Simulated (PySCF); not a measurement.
CHNO, charge +1, doublet (typed; the unrestricted solution is spin-contaminated), geometry from GFN2-xTB (a state made from the parent by changing its charge; the spin is typed, not shown lowest); CCSD/6-31G* (PySCF).

Here is a job for PySCF.
```python
from pyscf import gto, scf, cc

mol = gto.Mole()
mol.atom = '''
    N    -0.00000000   -0.00000000   -1.13515218
    C     0.00000000    0.00000000    0.07256387
    O     0.00000000    0.00000000    1.20764186
    H    -0.00000000   -0.00000000   -2.15045284
'''
mol.basis = '6-31g*'
mol.charge = 1
mol.spin = 1
mol.verbose = 4
mol.cart = True
mol.build()

mf = scf.UHF(mol)
mf.kernel()

mycc = cc.CCSD(mf)
mycc.kernel()
print('E(CCSD) = %.10f' % mycc.e_tot)
mf.analyze()
```

Q: Predict the main parts of the log of this PySCF run.

A: 
```
PySCF version 2.14.0

[INPUT] verbose = 4
[INPUT] num. atoms = 4
[INPUT] num. electrons = 21
[INPUT] charge = 1
[INPUT] spin (= nelec alpha-beta = 2S) = 1
[INPUT] symmetry False subgroup None
[INPUT] Mole.unit = angstrom
[INPUT] Cartesian GTO integrals (6d 10f)
[INPUT] Symbol           X                Y                Z      unit          X                Y                Z       unit  Magmom
[...]
nuclear repulsion = 59.7669464744402
number of shells = 20
number of NR pGTOs = 88
number of NR cGTOs = 47
basis = 6-31g*
ecp = {}

******** <class 'pyscf.scf.uhf.UHF'> ********
method = UHF
initial guess = minao
damping factor = 0
level_shift factor = 0
DIIS = <class 'pyscf.scf.diis.CDIIS'>
diis_start_cycle = 1
diis_space = 8
diis_damp = 0
SCF conv_tol = 1e-09
SCF conv_tol_grad = None
SCF max_cycles = 50
direct_scf = True
direct_scf_tol = 1e-13
number electrons alpha = 11  beta = 10
Set gradient conv threshold to 3.16228e-05
init E= -168.386784127796

cycle= 1 E= -167.197385763351  delta_E= 1.19  |g|= 0.565  |ddm|= 1.65
cycle= 2 E= -167.283228998364  delta_E= -0.0858  |g|= 0.472  |ddm|= 0.65
cycle= 3 E= -167.367479647837  delta_E= -0.0843  |g|= 0.0805  |ddm|= 0.333
cycle= 4 E= -167.372341810866  delta_E= -0.00486  |g|= 0.0364  |ddm|= 0.074
cycle= 5 E= -167.374698739495  delta_E= -0.00236  |g|= 0.0239  |ddm|= 0.0552
cycle= 6 E= -167.376717923722  delta_E= -0.00202  |g|= 0.016  |ddm|= 0.0618
cycle= 7 E= -167.377958416596  delta_E= -0.00124  |g|= 0.00995  |ddm|= 0.0549
cycle= 8 E= -167.378521403487  delta_E= -0.000563  |g|= 0.00441  |ddm|= 0.046
cycle= 9 E= -167.378620765584  delta_E= -9.94e-05  |g|= 0.00158  |ddm|= 0.021
cycle= 10 E= -167.37862854489  delta_E= -7.78e-06  |g|= 0.000651  |ddm|= 0.00554
cycle= 11 E= -167.378629756034  delta_E= -1.21e-06  |g|= 0.000295  |ddm|= 0.00193
cycle= 12 E= -167.378630038117  delta_E= -2.82e-07  |g|= 0.000117  |ddm|= 0.000999
cycle= 13 E= -167.378630080638  delta_E= -4.25e-08  |g|= 5.26e-05  |ddm|= 0.000445
cycle= 14 E= -167.378630089576  delta_E= -8.94e-09  |g|= 2.51e-05  |ddm|= 0.000189
cycle= 15 E= -167.378630091438  delta_E= -1.86e-09  |g|= 9.1e-06  |ddm|= 9.22e-05
cycle= 16 E= -167.378630091617  delta_E= -1.79e-10  |g|= 3.43e-06  |ddm|= 2.59e-05
Extra cycle  E= -167.37863009163  delta_E= -1.28e-11  |g|= 2.33e-06  |ddm|= 3.86e-06
converged SCF energy = -167.37863009163  <S^2> = 0.89763355  2S+1 = 2.1425532

******** <class 'pyscf.cc.uccsd.UCCSD'> ********
CC2 = 0
CCSD nocc = (np.int64(11), np.int64(10)), nmo = (47, 47)
[...]
E(UCCSD) = -167.8181698355733  E_corr = -0.4395397439431702
E(CCSD) = -167.8181698356
Total Energy =                        -167.378630091630129
[...]
spin_pop of  0  N 1s       -0.00000
spin_pop of  0  N 2s        0.06220
spin_pop of  0  N 3s       -0.00044
spin_pop of  0  N 2px       0.20632
spin_pop of  0  N 2py       0.62572
spin_pop of  0  N 2pz       0.03061
spin_pop of  0  N 3px      -0.00091
spin_pop of  0  N 3py      -0.00024
spin_pop of  0  N 3pz      -0.00013
spin_pop of  0  N 3dxx      0.00023
spin_pop of  0  N 3dxy     -0.00005
spin_pop of  0  N 3dxz      0.00001
spin_pop of  0  N 3dyy     -0.00086
spin_pop of  0  N 3dyz      0.00045
spin_pop of  0  N 3dzz     -0.00104
spin_pop of  1  C 1s       -0.00000
spin_pop of  1  C 2s       -0.05287
spin_pop of  1  C 3s       -0.00008
spin_pop of  1  C 2px      -0.13032
spin_pop of  1  C 2py      -0.28558
spin_pop of  1  C 2pz      -0.02836
spin_pop of  1  C 3px       0.00024
spin_pop of  1  C 3py       0.00103
spin_pop of  1  C 3pz      -0.00084
spin_pop of  1  C 3dxx     -0.00003
spin_pop of  1  C 3dxy     -0.00002
spin_pop of  1  C 3dxz      0.00001
spin_pop of  1  C 3dyy      0.00029
spin_pop of  1  C 3dyz      0.00265
spin_pop of  1  C 3dzz      0.00008
spin_pop of  2  O 1s       -0.00000
spin_pop of  2  O 2s        0.01759
spin_pop of  2  O 3s       -0.00046
spin_pop of  2  O 2px       0.13413
spin_pop of  2  O 2py       0.44352
spin_pop of  2  O 2pz       0.01758
spin_pop of  2  O 3px       0.00045
spin_pop of  2  O 3py       0.00147
spin_pop of  2  O 3pz       0.00101
spin_pop of  2  O 3dxx      0.00000
spin_pop of  2  O 3dxy     -0.00003
spin_pop of  2  O 3dxz      0.00024
spin_pop of  2  O 3dyy      0.00001
spin_pop of  2  O 3dyz      0.00080
spin_pop of  2  O 3dzz      0.00024
spin_pop of  3  H 1s       -0.04327
spin_pop of  3  H 2s       -0.00138
 ** Mulliken Spin Density (per atom)  **
spin density of  0 N =      0.92189
spin density of  1 C =     -0.49379
spin density of  2 O =      0.61656
spin density of  3 H =     -0.04465
 ** Mulliken pop alpha/beta on meta-lowdin orthogonal AOs **
 ** Mulliken pop       alpha | beta **
In total            11.00000 | 10.00000
 ** Mulliken atomic charges   ( Nelec_alpha | Nelec_beta ) **
charge of  0N =     -0.03321  (     3.97755      3.05566 )
charge of  1C =      0.65374  (     2.42623      2.92002 )
charge of  2O =     -0.01605  (     4.31630      3.69975 )
charge of  3H =      0.39551  (     0.27992      0.32457 )

WARN: System has nonzero charge 1; the dipole moment is origin-dependent.
Location of origin: [0. 0. 0.]

Dipole moment(X, Y, Z, Debye): -0.00000,  0.00000, -3.92562
```
